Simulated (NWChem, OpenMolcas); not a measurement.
## Predicting a hybrid from its neighbours: RbCl

RbCl has 2 atoms, charge 0, and is taken as a singlet. SMILES: `[Cl][Rb]`. The shape is that of a PBE0-D4/def2-TZVP optimisation.

The dipole moment y, in D, basis def2-TZVPP with a core potential; a is the functional's share of exact exchange. Programs: NWChem 7.3.0, OpenMolcas 26.06.

| functional | program | a | y (D) |
| --- | --- | --- | --- |
| revPBE | OpenMolcas | 0 | 10.44 |
| TPSS | OpenMolcas | 0 | 10.63 |
| B3LYP | OpenMolcas | 0.2 | 10.71 |
| PBE0 | NWChem | 0.25 | ? |
| BHLYP | OpenMolcas | 0.5 | 11.02 |

Question: Fit y = c + s·a to the known rows and predict PBE0.

Answer: 
1. Means of the 4 rows: a = 0.1750, y = 10.700.
2. Σ(Δa)² = 0.1675, Σ(Δa·Δy) = 0.162, so the slope is 0.162/0.1675 = 0.96716.
3. Intercept: 10.700 − (0.96716) × 0.1750 = 10.531. The largest residual of the fit is 0.099.
4. PBE0: 10.531 + (0.96716) × 0.25 = 10.77 D.

The run gave 10.82 D, so the prediction is off by -0.05 D, within the largest residual. More exact exchange makes the molecule more polar here. The rows mix families of semi-local functionals, which the line can't see.
